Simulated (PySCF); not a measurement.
**Energy of Zr²⁺ (zirconium, charge +2) between two integer charges**

The 4d alpha orbital of [Kr] 4d2 is emptied in steps (occupation f), with all orbitals relaxed, ending at [Kr] 4d1. Calculation: PySCF 2.14, in aug-cc-pVTZ-PP with ECP28MDF; scalar relativity through the core potential. The exact energy is a straight line in f; departures are measured from the line between the end points of the same method.

```csv
f,BHandHLYP (eV),wB97X (eV),BLYP (eV)
1,0.000,0.000,0.000
0.75,-0.446,-0.227,-0.979
0.5,-0.596,-0.301,-1.314
0.25,-0.447,-0.224,-0.991
0,0.000,0.000,0.000
```

```csv
method,E(f=0) − E(f=1) (eV),−ε at f=1 (eV),−ε at f=0.5 (eV)
BHandHLYP,23.184,20.810,23.182
wB97X,22.885,21.675,22.893
BLYP,23.282,18.103,23.249
```

Orbital energy along the path (eV):

```csv
f,BHandHLYP,wB97X,BLYP
1,-20.810,-21.675,-18.103
0.75,-21.992,-22.282,-20.642
0.5,-23.182,-22.893,-23.249
0.25,-24.374,-23.491,-25.906
0,-25.581,-24.067,-28.594
```

Reference removal energy between the ground levels: 23.170 eV (semi-empirical (NIST evaluation); NIST Atomic Spectra Database, ionization energies). The calculation has no spin-orbit coupling.
